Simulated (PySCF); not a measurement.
Kr⁺ (krypton, charge +1) across methods

[Ar] 3d10 4s2 4p5, 2P determinant. All numbers are calculated (PySCF 2.14, scalar relativity through the core potential, in aug-cc-pwCVDZ-PP with ECP10MDF (6s5p4d1f, 48 functions)).

```json
{"method": "r2SCAN", "E (hartree)": "-462.9086", "mean ε 4s β (eV)": "-34.013", "mean ε 4p α (eV)": "-20.471", "mean ε 4p β (eV)": "-19.410", "Σ⟨r²⟩ (bohr²)": "31.18", "⟨S²⟩": "0.752"}
{"method": "M06-2X", "E (hartree)": "-463.2277", "mean ε 4s β (eV)": "-37.236", "mean ε 4p α (eV)": "-22.944", "mean ε 4p β (eV)": "-21.907", "Σ⟨r²⟩ (bohr²)": "31.47", "⟨S²⟩": "0.753"}
{"method": "PBE", "E (hartree)": "-463.0329", "mean ε 4s β (eV)": "-33.344", "mean ε 4p α (eV)": "-19.932", "mean ε 4p β (eV)": "-18.969", "Σ⟨r²⟩ (bohr²)": "31.37", "⟨S²⟩": "0.751"}
{"method": "wB97X-V", "E (hartree)": "-463.0203", "mean ε 4s β (eV)": "-38.418", "mean ε 4p α (eV)": "-24.032", "mean ε 4p β (eV)": "-23.097", "Σ⟨r²⟩ (bohr²)": "31.33", "⟨S²⟩": "0.752"}
{"method": "PBEsol", "E (hartree)": "-462.6234", "mean ε 4s β (eV)": "-33.370", "mean ε 4p α (eV)": "-19.913", "mean ε 4p β (eV)": "-18.941", "Σ⟨r²⟩ (bohr²)": "31.33", "⟨S²⟩": "0.751"}
{"method": "M06", "E (hartree)": "-463.1467", "mean ε 4s β (eV)": "-35.531", "mean ε 4p α (eV)": "-21.509", "mean ε 4p β (eV)": "-20.443", "Σ⟨r²⟩ (bohr²)": "31.15", "⟨S²⟩": "0.752"}
{"method": "PBE0", "E (hartree)": "-463.0101", "mean ε 4s β (eV)": "-35.589", "mean ε 4p α (eV)": "-21.585", "mean ε 4p β (eV)": "-20.535", "Σ⟨r²⟩ (bohr²)": "31.28", "⟨S²⟩": "0.752"}
{"method": "UHF", "E (hartree)": "-461.69768", "mean ε 4s β (eV)": "-41.120", "mean ε 4p α (eV)": "-25.552", "mean ε 4p β (eV)": "-24.162", "Σ⟨r²⟩ (bohr²)": "31.40", "⟨S²⟩": "0.756"}
```

Question: Estimate the same row for LDA.

Answer: E (hartree) = -462.4027; mean ε 4s β (eV) = -33.699; mean ε 4p α (eV) = -20.025; mean ε 4p β (eV) = -19.098; Σ⟨r²⟩ (bohr²) = 31.35; ⟨S²⟩ = 0.751.

Energies and moments cover only the electrons outside the core potential.
